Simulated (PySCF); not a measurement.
Removal energies of Nb³¹⁺ from EOM-IP-GCCSD

Reference: closed-shell Nb³¹⁺, [Ne]; one electron is removed. Calculated with PySCF 2.14, two-component X2C-1e with screened spin-orbit coupling, an uncontracted even-tempered set (18 s from 2.8 bohr⁻², ratio 2.6; 13 p from 3.6 bohr⁻², ratio 2.6; 6 d from 3.7 bohr⁻², ratio 2.8; 3 f from 92 bohr⁻², ratio 2.8); frozen 1s2; the 56 highest virtual spinors dropped; of the others 44 kept and the rest restored at second order. No Breit or QED terms. Binding energies in eV.

| level | Koopmans |
| --- | --- |
| 2s1/2 | 4334.1 |
| 2p1/2 | 4121.1 |
| 2p3/2 | 4020.1 |

**Question.** How does correlation move these levels?

**Answer.** 2s1/2: second order 4331.0, EOM-CCSD 4331.1; 2p1/2: second order 4118.9, EOM-CCSD 4119.0; 2p3/2: second order 4018.2, EOM-CCSD 4018.3.

For comparison, the ionisation energy of Nb³¹⁺ is 4020.1 ± 2.2 eV (semi-empirical (NIST evaluation); NIST Atomic Spectra Database, ionization energies).
